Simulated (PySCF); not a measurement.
# How the method changes the constants of CsSr⁺

State: ¹Σ⁺ (singlet), closed shell. Set-up: Cs def2-SVPD with ECP46, Sr def2-SVPD with ECP28; scalar-relativistic core potentials (PySCF 2.14). De refers to Cs⁺ + Sr in their ground configurations, without counterpoise correction. A positive dipole points towards Sr; it is taken about the centre of mass and depends on that origin.

```csv
Level,Re (Å),ωe (cm⁻¹),De (eV),μ (D)
RHF-MP2,4.846,40.2,0.366,n/a
RHF-SCS-MP2,4.891,39.5,0.350,n/a
RHF-CCSD,4.875,40.5,0.379,n/a
RHF-CCSD(T),4.862,40.8,0.387,n/a
PBE,4.711,45.9,0.443,-1.93
TPSS,4.804,44.2,0.431,-1.90
r²SCAN,4.820,43.9,0.373,-2.65
M06-L,4.870,38.5,0.289,-3.72
PBE0,4.734,46.0,0.417,-2.11
BHandHLYP,4.811,43.2,0.357,-2.65
CAM-B3LYP,4.760,44.4,0.360,-2.66
```

Question: Which functional lies closest to RHF-CCSD(T) in De, which farthest, and by how much do they differ from it?

Answer: Closest is r²SCAN (-4.2 pm in Re, +7.6 % in ωe, -0.01 eV in De against RHF-CCSD(T) in the same basis), farthest M06-L (+0.8 pm in Re, -5.6 % in ωe, -0.10 eV in De). CCSD(T) converges more slowly with the basis than the functionals do and binds too weakly in this one, so the order can change at the basis-set limit.

Question: What does a quarter of exact exchange do here, going from PBE to PBE0?

Answer: PBE0 less PBE: +2.3 pm in Re, +0.2 % in ωe, -0.03 eV in De. Exact exchange removes part of the self-interaction that spreads semilocal densities, and in most molecules shortens and stiffens the bond and lowers De; here Re goes the other way.

Question: What does the step from GGA to meta-GGA do here, going from PBE to r²SCAN?

Answer: r²SCAN less PBE: +10.9 pm in Re, -4.4 % in ωe, -0.07 eV in De. 

Correlated steps freeze no core orbitals. Closed-shell solutions of metal pairs were not tested for spin polarisation, which can lower them a little. The bond is weak. Basis-set superposition, not corrected here, can be much of De in a small basis, most of all at correlated wavefunction levels. Spin–orbit coupling is left out. For an ion De counts to the pair picked by the measured ionisation energies or electron affinities, which need not be the lowest pair at this level.
